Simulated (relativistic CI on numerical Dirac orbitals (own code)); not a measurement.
Hyperfine structure of N⁴⁺, mass number 14

Computed by Dirac-Coulomb-Breit CI, orbitals from a KLI potential per configuration, QED by a radiative potential, valence Slater integrals scaled by 0.85, P86 correlation energy added to each configuration (own radial code, finite nucleus).

CI space (outside the closed core 1s2): 2s, 2p, 3s, 3p, 3d, 4s, 4p, 4f, 4d, 5s, 5p, 5g, 5f, 5d. Levels of other configurations are missing.

Nuclear spin I = 1, μ = 0.40357 μN, Q = 0.0204 b (tables of Stone and Pyykkö). The electronic factors are computed for point nuclear moments, without core polarisation; leaving it out makes A of s and p electrons in near-neutral atoms 20 to 40 % too small, and it can dominate for d and f shells.

| Level | E (cm⁻¹) | A (MHz) | B (MHz) |
| --- | --- | --- | --- |
| 2s 2S_1/2 | 0 | 2688 |  |
| 2p 2P°_1/2 | 82558 | 690.1 |  |
| 2p 2P°_3/2 | 82806 | 137.5 | 12.8 |
| 3s 2S_1/2 | 455925 | 761.9 |  |
| 3p 2P°_1/2 | 477650 | 215.6 |  |
| 3p 2P°_3/2 | 477721 | 42.95 | 4.01 |
| 3d 2D_3/2 | 482527 | 19.38 | 0.603 |
| 3d 2D_5/2 | 482549 | 8.301 | 0.861 |

Levels with J = 0, under 50 % of one LS term, or S terms without an open s electron are left out. Small factors come from cancelling terms and can be off by tens of per cent or more.

At this charge configurations can still be misplaced by up to about 7 % of their energy. 16 of the 16 excited levels that our extract of the measured tables holds in this range could be paired (the sources list more); they are missed by 669 cm⁻¹ on average and 2106 at most, and levels without a partner can miss by more.

Question: Give the hyperfine levels of 2s 2S_1/2 relative to its centre of gravity.

Answer: With K = F(F + 1) − I(I + 1) − J(J + 1), E = AK/2: F = 1/2: -2688, F = 3/2: 1344 MHz.
